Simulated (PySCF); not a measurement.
C2H11FN2Si2 (charge +1 and doublet state).
Numbering: `[CH3:1][NH+:2][SiH2:3][Si@@:4]([CH3:5])([NH2:6])[F:7]` (hydrogens: H8, H9, H10 on C1; H11 on N2; H12, H13 on Si3; H14, H15, H16 on C5; H17, H18 on N6)

Cartesian coordinates in Å at the GFN2-xTB level; atoms count from 1:
```xyz
18
C2H11FN2Si2 angstrom
C      2.5067    1.1584    0.6092
N      1.9752    0.5380   -0.5849
Si     0.9666   -0.8239   -0.6928
Si    -1.3594   -0.0711   -0.2576
C     -2.4667   -1.6001   -0.3373
N     -1.4050    0.9614    1.0839
F     -1.5553    0.9048   -1.5110
H      3.5859    1.2863    0.5113
H      2.0607    2.1417    0.7702
H      2.3090    0.5306    1.4736
H      2.1685    1.0920   -1.4096
H      0.9860   -1.3046   -2.0665
H      1.2244   -1.7209    0.4300
H     -3.5081   -1.2872   -0.3624
H     -2.3321   -2.2429    0.5271
H     -2.2753   -2.1868   -1.2325
H     -1.4951    1.9623    0.9917
H     -1.3949    0.6681    2.0461
```

The hyperfine couplings belong to this conformer and change with its torsions.

Computed, not measured: UKS B3LYP, pcH-1 on C F H N Si, non-relativistic, mean-field spin-orbit, GIAO (PySCF). The structure is a single GFN2-xTB conformer in the gas phase; no vibrational or solvent corrections. A GFN2-xTB geometry isn't a minimum of the functional, and hyperfine couplings can be far from their values at a DFT geometry, by a factor of two or more for some ions and for spin on atoms past the first row. The SCF solution wasn't tested for stability.

Task: The isotropic 13C couplings are +48.8, -14.7 MHz. Assign them to C1; C5.

Result: 
```
site  a_iso (MHz)  ρ(0) (bohr⁻³)         position  distance from N2 (Å)  spin population  largest |T| (MHz)
  C1        -14.7        -0.0131   1 bond from N2                  1.45            -0.02                3.2
  C5        +48.8        +0.0434  3 bonds from N2                  4.94            +0.09               18.9
```

Task: Match the computed a_iso(14N) values +17.7, +9.8 MHz with the sites N2; N6.

Result: 
```
site  a_iso (MHz)  ρ(0) (bohr⁻³)                 position  distance from N2 (Å)  spin population  largest |T| (MHz)
  N2        +17.7        +0.0546  largest spin population                  0.00            +0.39               39.3
  N6         +9.8        +0.0301          3 bonds from N2                  3.79            +0.13               13.2
```

Task: The isotropic 29Si couplings are -57.4, +7.5 MHz. Assign them to Si3; Si4.

Result: 
| site | a_iso (MHz) | ρ(0) (bohr⁻³) | position | distance from N2 (Å) | spin population | largest \|T\| (MHz) |
| --- | --- | --- | --- | --- | --- | --- |
| Si3 | +7.5 | -0.0084 | 1 bond from N2 | 1.70 | +0.09 | 37.0 |
| Si4 | -57.4 | +0.0648 | 2 bonds from N2 | 3.41 | +0.18 | 46.2 |

ρ(0) is the spin density at the nucleus and T the dipolar tensor; a_iso includes a spin–orbit part; entries for several nuclei are means. Largest spin populations (Mulliken): N2 (+0.39), Si4 (+0.18), N6 (+0.13) and C5 (+0.09).

Class means assume fast exchange of nuclei equivalent by connectivity; if that motion is slow, each nucleus keeps its own coupling. H17 and H18 aren't averaged: N6 is flat or nearly so (angle sum 360°), and its turn about the short N6–Si4 bond (1.69 Å) is taken as slow. The three 1H nuclei of mean +45.7 MHz run from 0.1 to 71.7 MHz in the frozen geometry. The three 1H nuclei of mean +5.0 MHz run from -6.5 to 27.6 MHz in the frozen geometry.

N2, the radical centre as drawn in `C[NH+][SiH2][Si@@](C)(N)F`, holds a spin population of +0.39 out of 1.
